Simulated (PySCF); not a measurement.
**Polarisability and C₆ of Cu²⁺ (copper, charge +2)**

[Ar] 3d9, 2D determinant. Calculation: PySCF 2.14, in aug-cc-pVTZ-PP with ECP10MDF (6s6p5d3f2g, 88 functions); a scalar-relativistic core potential. Coupled (time-dependent) response in atomic units; α is the mean over directions.

```
method  mean α (bohr³)         α xx, yy, zz  C₆ (like pair)  S(−4)
   UHF           2.383  2.296, 2.296, 2.557           6.293  2.404
   PBE           3.000  2.875, 2.875, 3.250           8.060  5.018
  PBE0           2.786  2.673, 2.673, 3.011           7.457  3.939
```

S(−4) is the Cauchy moment in α(ω) = α(0) + S(−4) ω² + …

α(iu) at UHF:

```tsv
u (hartree)	α(iu) (bohr³)
0	2.383
0.0500	2.377
0.100	2.360
0.200	2.294
0.300	2.198
0.500	1.971
0.750	1.701
1.00	1.477
1.50	1.145
2.00	0.9115
3.00	0.6136
5.00	0.3316
```

A single London oscillator, α(iu) = α/(1 + u²/ω²), gives C₆ = (3/4) ω α². Matching the computed C₆ needs ω = 4 × 6.293 / (3 × 2.383²) = 1.48 hartree.

For an ion, C₆ is the dispersion term alone; charge-induced terms of lower order in 1/R come first.

The components differ because the open shell of this determinant is not spherical; for a pure term their mean is the scalar polarisability.

Energies and moments cover only the electrons outside the core potential.
